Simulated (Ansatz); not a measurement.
Frontier orbitals of `FB1CC=N1`.

Charge 0, multiplicity 1. All single points use the PBE0-D4/def2-TZVP geometry. Basis def2-TZVPP, Ansatz.

```json
{"functional": "PBE0", "HOMO (eV)": "-7.85", "LUMO (eV)": "-1.47"}
```

Problem. Give HOMO and LUMO (eV) with LDA (SPW92), PBE, revPBE, BLYP, r2SCAN, B97M-V, B3LYP, r2SCANh, r2SCAN0, HSE06 (plane-wave form), BHLYP, CAM-B3LYP, LC-ωPBE, ωB97X-V, ωB97M-V, HF. (Best estimate.)

Solution. The calculation gave: 
```json
{"functional": "LDA (SPW92)", "HOMO": "-6.42", "LUMO": "-2.89"}
{"functional": "PBE", "HOMO": "-6.29", "LUMO": "-2.59"}
{"functional": "revPBE", "HOMO": "-6.23", "LUMO": "-2.48"}
{"functional": "BLYP", "HOMO": "-6.21", "LUMO": "-2.45"}
{"functional": "r2SCAN", "HOMO": "-6.58", "LUMO": "-2.32"}
{"functional": "B97M-V", "HOMO": "-6.73", "LUMO": "-2.19"}
{"functional": "B3LYP", "HOMO": "-7.62", "LUMO": "-1.72"}
{"functional": "r2SCANh", "HOMO": "-7.17", "LUMO": "-1.91"}
{"functional": "r2SCAN0", "HOMO": "-8.04", "LUMO": "-1.31"}
{"functional": "HSE06 (plane-wave form)", "HOMO": "-7.44", "LUMO": "-1.86"}
{"functional": "BHLYP", "HOMO": "-9.35", "LUMO": "-0.26"}
{"functional": "CAM-B3LYP", "HOMO": "-9.33", "LUMO": "-0.27"}
{"functional": "LC-ωPBE", "HOMO": "-10.67", "LUMO": "0.98"}
{"functional": "ωB97X-V", "HOMO": "-10.32", "LUMO": "0.91"}
{"functional": "ωB97M-V", "HOMO": "-10.24", "LUMO": "0.77"}
{"functional": "HF", "HOMO": "-11.66", "LUMO": "2.62"}
```

B3LYP here is the variant with VWN-RPA as its local correlation; programs differ in this. LC-ωPBE has ω = 0.4 bohr⁻¹. Positive LUMOs are unbound and depend on the basis.
